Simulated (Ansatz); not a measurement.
One change: `Br[SiH]1BC1` becomes `[SiH3][C@H]1B[Si@@H]1Br`.

Ansatz, PBE0-D4/def2-TZVP geometries, multiplicity 1. 

Scalar relativity is left out up to krypton. Spin–orbit coupling is left out; it splits and shifts lone-pair levels of the heavy atoms by tenths of an eV.

| property | `Br[SiH]1BC1` |
| --- | --- |
| HOMO–LUMO gap (PBE/def2-TZVPP) / eV | 3.66 |
| size of the dipole moment (PBE/def2-TZVPP) / D | 1.34 |
| HOMO energy (ωB97M-V/def2-TZVPP) / eV | -9.21 |
| LUMO energy (ωB97M-V/def2-TZVPP) / eV | 0.41 |
| HOMO energy (PBE/def2-TZVPP) / eV | -6.11 |
| HOMO energy (PBE0/def2-TZVPP) / eV | -7.15 |

(1) Give the same properties after the change, and the shifts. (An estimate is asked.)

## Answers

(1) The calculation gave: 
```
                                      property  `[SiH3][C@H]1B[Si@@H]1Br`  shift
           HOMO–LUMO gap (PBE/def2-TZVPP) / eV                       2.87  -0.79
size of the dipole moment (PBE/def2-TZVPP) / D                       1.32  -0.02
         HOMO energy (ωB97M-V/def2-TZVPP) / eV                      -9.03   0.18
         LUMO energy (ωB97M-V/def2-TZVPP) / eV                      -0.18  -0.59
             HOMO energy (PBE/def2-TZVPP) / eV                      -5.91   0.20
            HOMO energy (PBE0/def2-TZVPP) / eV                      -6.98   0.17
```

With PBE0 the HOMO rises by 0.17 eV and the LUMO falls by 0.60 eV, so the gap narrows by about 0.77 eV. PBE moves the HOMO by 0.20 eV and ωB97M-V by 0.18 eV. The zero-point energy changes by 41.4 kJ/mol with +9 modes. Dipoles are sizes alone; their direction can turn.
